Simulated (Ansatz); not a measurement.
C4H5Si (SMILES [C]1=C[SiH2]C=C1), doublet (typed; the unrestricted solution is spin-contaminated), at a GFN2-xTB geometry; MP2/6-311G** in Ansatz (an electronic-structure program).

Here is a job for Ansatz.
Ansatz 0.2 input:
```yaml
crystal:
  periodic: [false, false, false]
  atoms:
    - {symbol: C, position_ang: [-0.99710762, 1.09020519, -0.35746860]}
    - {symbol: C, position_ang: [0.28008814, 1.34121899, -0.24314913]}
    - {symbol: Si, position_ang: [1.12312239, -0.34185969, 0.21785218]}
    - {symbol: C, position_ang: [-0.58043733, -1.15517864, 0.16515843]}
    - {symbol: C, position_ang: [-1.51151541, -0.23827236, -0.14755384]}
    - {symbol: H, position_ang: [0.77323490, 2.28480944, -0.37557366]}
    - {symbol: H, position_ang: [1.72528454, -0.29866333, 1.54862896]}
    - {symbol: H, position_ang: [2.03566045, -0.79467200, -0.82984402]}
    - {symbol: H, position_ang: [-0.83608835, -2.18811366, 0.34720666]}
    - {symbol: H, position_ang: [-2.56797174, -0.44516387, -0.24226949]}
basis:
  gaussian:
    orbitals: 6-311G__.json
magnetization: {spin_polarized: true, initial_magnetization: 1}
correlation: {method: mp2}
```
The basis file holds 6-311G** in the JSON format of the Basis Set Exchange.

Task: Write the output that Ansatz gives for this input, abridged.

Result: 
```
Functional definition: HF
1026 factors; integrals over basis functions are off by at most 1.4e-3 eV
mean field evaluation 1: about -12057.6612 eV, gradient 2.2e1 eV
mean field evaluation 2: about -12057.6751 eV, gradient 2.2e1 eV
mean field evaluation 4: about -12061.1957 eV, gradient 3.3e0 eV
mean field evaluation 8: about -12061.4050 eV, gradient 6.4e-1 eV
mean field evaluation 16: about -12061.6440 eV, gradient 1.7e-6 eV
mean field evaluation 32: about -12061.6440 eV, gradient 2.4e-6 eV
mean field evaluation 64: about -12061.4567 eV, gradient 1.4e0 eV
mean field -12061.64398835 eV, -443.2572408959 hartree, gradient 5.4e-6 eV, S^2 1.316923; 5 other end points of the search recorded, 0 dependent functions left out
9 core orbitals not correlated
reference -12061.64398835 eV, -443.2572408959 hartree; 13, 12 occupied and 107, 108 virtual orbitals, 1026 factors
second order -15.77408023 eV of doubles, -0.00000000 eV of singles
Total energy: -12077.41806858 eV, -443.8369276524 hartree
```
